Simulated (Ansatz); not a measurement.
Consider the atomization: `[NH2][Sn]([NH2])([Cl])[Cl]` → 2 Cl• + 4 H• + 2 N• + Sn•.

Gas-phase electronic energies from Ansatz, PBE0-D4/def2-TZVP geometries. CCSD(T)/CBS is the MP2 limit (def2-TZVPP, def2-QZVPP) plus CCSD(T) − MP2 in def2-TZVPP, frozen cores. This one scheme is used for every species, atoms too. DFT in def2-TZVPP. No spin–orbit coupling; open shells (•) take unrestricted orbitals. Spin–orbit coupling would lower the free atoms: a little for Cl; strongly for Sn. def2 core potentials past Kr. Bonds to Sn are less sure, by a few kJ/mol each and by 10 to 20 or more in all where they break to atoms, as the def2 sets lack core-valence functions. One conformer a species, not always the lowest.

Question: What is ΔE at CCSD(T)/CBS? (Best estimate.)

Answer: Computed: +2793.7 kJ/mol.

Question: What do these levels give: BLYP-D4, r2SCAN0-D4, ωB97M-V, r2SCAN, r2SCANh, LC-ωPBE? (Estimate.)

Answer: Ansatz gave: BLYP-D4 2767.1, r2SCAN0-D4 2687.5, ωB97M-V 2780.3, r2SCAN 2747.8, r2SCANh 2719.8, LC-ωPBE 2733.8 kJ/mol.

Largest T1 diagnostic among the species: 0.012.

In def2-TZVPP, CCSD(T) changes the Hartree–Fock value by +886.5 kJ/mol (the triples alone add +62.4 kJ/mol) and MP2 by +935.9 kJ/mol; breaking electron pairs costs correlation energy, which Hartree–Fock lacks. The D4 term adds +40.7 kJ/mol with B3LYP and +21.8 kJ/mol with PBE0; it sums over pairs of atoms, weighted by their polarisabilities, and B3LYP, whose exchange is more repulsive, gets the larger term.

B3LYP here is the variant with VWN-RPA as its local correlation; programs differ in this.

For atomizations the MP2-based limit and the directly extrapolated one differ by several kJ/mol either way, and by 10 to 25 for some Ge, Se and Sn compounds, so smaller differences from it don't rank the levels.
